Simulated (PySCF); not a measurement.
C2H6N (SMILES [CH2]NC), doublet, at a GFN2-xTB geometry. Base run: DF-M06/def2-TZVP (PySCF).

Here is a job for PySCF.
```python
from pyscf import gto, scf, dft

mol = gto.Mole()
mol.atom = '''
    C    -0.10972354   -0.15634997    1.26440068
    N     0.10982201    0.48479466    0.05186353
    C    -0.00538562   -0.28027714   -1.16365005
    H     0.06635704    0.43135103    2.14529827
    H    -0.90801326   -0.87495642    1.27945416
    H     0.91108639    1.10326556    0.06436137
    H     0.81807734   -0.99357777   -1.30516267
    H    -0.02617055    0.40042004   -2.01496601
    H    -0.93943611   -0.84030228   -1.13653354
'''
mol.basis = 'def2-tzvp'
mol.spin = 1
mol.verbose = 4
mol.build()

mf = dft.UKS(mol)
mf.xc = 'm06'
mf = mf.density_fit(auxbasis='def2-universal-jkfit')
mf.kernel()
mf.analyze()
```

The base run was repeated with changes; each row names its change, and settings that it needs were set with it.

```csv
change,ΔE vs base (mEh),grid points,electrons on the grid
base,0.000,100992,24.99999
grids.radi_method = mura_knowles,0.000,96888,24.99999
grids.level = 2,-0.001,65640,24.99999
grids.radi_method = gauss_chebyshev,0.005,98904,24.99999
"grids.atom_grid = (99, 590)",-0.016,292584,25.00000
grids.level = 1,-0.187,30312,25.00004
"grids.atom_grid = (150, 974)",-0.016,731584,25.00000
"grids.atom_grid = (75, 302)",0.002,131168,24.99999
grids.level = 4,-0.016,179344,25.00000
grids.level = 0,18.375,6960,25.00784
grids.radi_method = delley,0.006,109592,24.99999
```

Open shells are given as the SCF converged; they aren't shown to be the lowest states, and a large step between rows can be another state.
